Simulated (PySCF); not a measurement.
C₂H₆BClO, SMILES CCOBCl. Atoms are numbered in the order given.

```xyz
11

B     -0.2248    -0.3303     0.7413
H     -1.1243    -1.1221     0.8947
Cl     1.0477    -0.2344     1.9522
O     -0.1558     0.4816    -0.3142
C     -1.1183     0.4608    -1.3546
C     -0.5133    -0.0891    -2.6245
H     -1.9945    -0.1342    -1.0440
H     -1.4539     1.4995    -1.5024
H     -0.2089    -1.1386    -2.4930
H     -1.2432    -0.0422    -3.4465
H      0.3743     0.4920    -2.9146
```

Geometry: PBE0-D3(BJ)/def2-SVP. The structure was generated by enumeration, and PubChem lists no compound with its InChIKey, so it may never have been made. The values are those of a single conformer.

These are TDDFT-CAM-B3LYP/def2-SVPD in PySCF 2.14.0 values and carry that method's errors.

Vertical excitations. Isolated molecule, no solvent.

| state | energy (eV) | λ (nm) | f | main pairs |
|---|---|---|---|---|
| S1 | 6.86 | 181 | 0.003 | HOMO→LUMO 92 % |
| S2 | 7.56 | 164 | 0.003 | HOMO−2→LUMO 83 % |
| S3 | 7.71 | 161 | 0.211 | HOMO−1→LUMO 90 % |
| S4 | 8.50 | 146 | 0.032 | HOMO→LUMO+1 59 %, HOMO→LUMO+2 30 % |
| S5 | 8.62 | 144 | 0.031 | HOMO−1→LUMO+1 82 % |
| S6 | 8.86 | 140 | 0.010 | HOMO−4→LUMO 51 %, HOMO−3→LUMO 21 %, HOMO−6→LUMO 11 % |
| S7 | 8.97 | 138 | 0.027 | HOMO−2→LUMO+1 46 %, HOMO−1→LUMO+2 10 %, HOMO→LUMO+3 9 %, HOMO→LUMO+1 8 % |
| S8 | 9.02 | 137 | 0.059 | HOMO−3→LUMO 59 %, HOMO−4→LUMO 29 % |
| S9 | 9.11 | 136 | 0.075 | HOMO−1→LUMO+2 31 %, HOMO→LUMO+3 17 %, HOMO−3→LUMO+1 10 %, HOMO−1→LUMO+3 10 % |
| S10 | 9.20 | 135 | 0.016 | HOMO−2→LUMO+1 28 %, HOMO→LUMO+3 15 %, HOMO−1→LUMO+2 11 %, HOMO−4→LUMO+1 6 % |
| T1 | 6.47 | 192 | 0 | HOMO→LUMO 80 % |
| T2 | 6.60 | 188 | 0 | HOMO−1→LUMO 91 % |
| T3 | 7.26 | 171 | 0 | HOMO−2→LUMO 72 %, HOMO→LUMO 13 % |
| T4 | 7.77 | 160 | 0 | HOMO−3→LUMO 69 %, HOMO−4→LUMO 15 % |
Triplets are in the Tamm–Dancoff approximation, which puts them higher than full response would, so one can lie above its singlet here.
